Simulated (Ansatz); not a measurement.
`CCOCOCOCOCOCOC` with charge +1. Charge 1, multiplicity 2. Geometry PBE-D4/def2-SVP, that of the neutral singlet; atoms count from 1.

```xyz
32

C    -2.547    2.204   -3.629
C    -1.877    1.977   -2.279
O    -2.808    2.045   -1.193
C    -3.541    0.892   -0.912
O    -3.031    0.116    0.164
C    -2.110   -0.891   -0.147
O    -0.819   -0.411   -0.491
C    -0.153    0.233    0.581
O     0.281   -0.681    1.568
C     1.387   -1.465    1.162
O     2.582   -0.716    1.098
C     3.113   -0.400    2.378
O     3.679   -1.500    3.026
C     4.854   -1.986    2.398
H    -3.270    1.397   -3.870
H    -3.094    3.168   -3.641
H    -1.790    2.222   -4.440
H    -1.138    2.782   -2.080
H    -1.317    1.017   -2.253
H    -4.543    1.223   -0.569
H    -3.650    0.239   -1.816
H    -2.051   -1.534    0.756
H    -2.437   -1.486   -1.031
H    -0.832    0.945    1.093
H     0.707    0.765    0.123
H     1.230   -1.876    0.142
H     1.467   -2.283    1.908
H     2.312   -0.024    3.051
H     3.867    0.399    2.186
H     4.663   -2.312    1.352
H     5.211   -2.851    2.989
H     5.656   -1.209    2.378
```

Problem. Estimate the Mulliken populations of the heavy atoms from the PBE0/def2-TZVP orbitals of Ansatz.

Solution. 
```json
{"atom": "C1", "charge (e)": "-0.36", "spin (α − β)": "0.06"}
{"atom": "C2", "charge (e)": "-0.10", "spin (α − β)": "0.00"}
{"atom": "O3", "charge (e)": "-0.10", "spin (α − β)": "0.34"}
{"atom": "C4", "charge (e)": "-0.02", "spin (α − β)": "-0.02"}
{"atom": "O5", "charge (e)": "-0.22", "spin (α − β)": "0.09"}
{"atom": "C6", "charge (e)": "0.04", "spin (α − β)": "0.00"}
{"atom": "O7", "charge (e)": "-0.30", "spin (α − β)": "0.02"}
{"atom": "C8", "charge (e)": "0.05", "spin (α − β)": "-0.01"}
{"atom": "O9", "charge (e)": "-0.25", "spin (α − β)": "0.08"}
{"atom": "C10", "charge (e)": "0.03", "spin (α − β)": "-0.01"}
{"atom": "O11", "charge (e)": "-0.26", "spin (α − β)": "0.06"}
{"atom": "C12", "charge (e)": "0.04", "spin (α − β)": "-0.02"}
{"atom": "O13", "charge (e)": "-0.15", "spin (α − β)": "0.27"}
{"atom": "C14", "charge (e)": "-0.26", "spin (α − β)": "0.00"}
```
Mulliken values depend strongly on the basis.

Problem. Where does the spin sit?

Solution. Summed by element: C 0.00, O 0.86, H 0.13, of 1 unpaired in all. Largest on single atoms: O3 0.34, O13 0.27, O5 0.09.

Problem. And the Mayer bond orders between heavy atoms (over 0.3)?

Solution. C1–C2 0.99 (1.52 Å); C2–O3 0.91 (1.43 Å); O3–C4 0.97 (1.39 Å); C4–O5 1.01 (1.42 Å); O5–C6 1.01 (1.40 Å); C6–O7 0.97 (1.42 Å); O7–C8 0.97 (1.42 Å); C8–O9 0.99 (1.41 Å); O9–C10 1.00 (1.41 Å); C10–O11 0.99 (1.41 Å); O11–C12 0.99 (1.42 Å); C12–O13 1.01 (1.40 Å); O13–C14 0.94 (1.42 Å).
